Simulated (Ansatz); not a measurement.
A structure relaxed at PBE-D4/def2-SVP in Ansatz, charge 0, singlet:

Cartesian coordinates in Å:
```
In 0.272 3.320 -1.001
In 0.934 -0.434 -1.123
In 4.063 0.522 1.631
In 1.096 1.755 1.905
In -2.484 0.537 -3.295
In -1.103 -1.801 1.377
Sb -1.727 1.735 2.694
Sb -0.719 -4.322 0.276
Sb -1.555 0.735 0.018
Sb 0.482 -3.190 -1.860
Br 3.556 0.252 -1.234
Br 1.709 -1.281 2.101
Br 0.466 1.120 -3.415
Br -2.096 -1.030 3.760
Br -1.119 4.277 1.625
Br -1.776 -2.197 -3.459
```

Task: Give its formula.

Result: the cluster In6Sb4Br6.

Task: Summarise the bond lengths by kind (pairs closer than 1.2 times the sum of covalent radii, bridged metal pairs left out).

Result: 10 × Br–In 2.69 to 3.12 Å; 6 × In–Sb 2.78 to 3.33 Å; 3 × Br–Sb 2.82 to 2.99 Å; 2 × Sb–Sb 2.70 to 2.86 Å; 1 × In–In 3.40 Å.

In the def2 sets In, Sb take a core potential; there is no spin–orbit coupling. Single mean-field runs in def2-SVP are fitted with def2-universal-jkfit. The restricted singlet is unstable towards broken spin symmetry in Hartree–Fock (as tested in another run); at PBE-D4/def2-SVP this wasn't settled. Another isomer (singlet) lies 1.06 eV lower at PBE0-D4/def2-TZVP; other spin states weren't run for this one.
